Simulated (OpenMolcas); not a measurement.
Computed levels of 4f9 in ions with 63 electrons, in cm-1 above 6H* 15/2.

| Property | Result |
| --- | --- |
| Program | OpenMolcas 26.06 |
| Method | MS-CASPT2, IPEA 0.25 Eh, imaginary shift 0.1 Eh |
| Basis | ANO-RCC-VTZP |
| Scalar Hamiltonian | DKH2, point nucleus |
| Spin-orbit coupling | RASSI with atomic mean-field integrals over the reference wave functions, term energies averaged over their components |

Active space for each ion: 9 electrons in 7 orbitals (4f); closed shells correlated by CASPT2: 5s 5p.

```json
{"Level": "6H* 13/2", "Tb2+": "2960", "Ho4+": "4280"}
{"Level": "6H* 11/2", "Tb2+": "5030", "Ho4+": "7170"}
{"Level": "6H* 9/2", "Tb2+": "6650", "Ho4+": "9450"}
{"Level": "6F* 11/2", "Tb2+": "6790", "Ho4+": "9370"}
{"Level": "6H* 7/2", "Tb2+": "7920", "Ho4+": "11250"}
{"Level": "6F* 9/2", "Tb2+": "7970", "Ho4+": "10890"}
{"Level": "6H* 5/2", "Tb2+": "8880", "Ho4+": "12620"}
{"Level": "6F* 7/2", "Tb2+": "9580", "Ho4+": "13270"}
{"Level": "6F* 5/2", "Tb2+": "10780", "Ho4+": "14970"}
```

**Question.** Estimate 6H* 5/2, 6F* 11/2, 6F* 9/2 for Dy3+ from its neighbours Tb2+ and Ho4+.

**Answer.** 6H* 5/2 is fine structure, which grows about as the fourth power of a screened charge, so the fourth roots are averaged: ((8880^0.25 + 12620^0.25) / 2)^4 = 10627. The calculation gives 10670, so the estimate is off by -0.4 %.
6F* 11/2 is another term, which grows about linearly with the charge: (6790 + 9370) / 2 = 8080. The calculation gives 8110, so the estimate is off by -0.4 %.
6F* 9/2 is another term, which grows about linearly with the charge: (7970 + 10890) / 2 = 9430. The calculation gives 9480, so the estimate is off by -0.5 %.

CASPT2 does not keep the components of a term degenerate, so their means are used; among the terms shown or strongly mixed into the levels shown the widest spread is 360 cm-1 (4f9 6H*, Tb2+). Blocks of more than 70 roots (2S+1 = 4 odd, 2 odd) ran without multistate coupling. High states are left out of the spin-orbit mixing, which shifts the levels that they would mix with. Only configurations of the active space appear.

* marks odd parity.
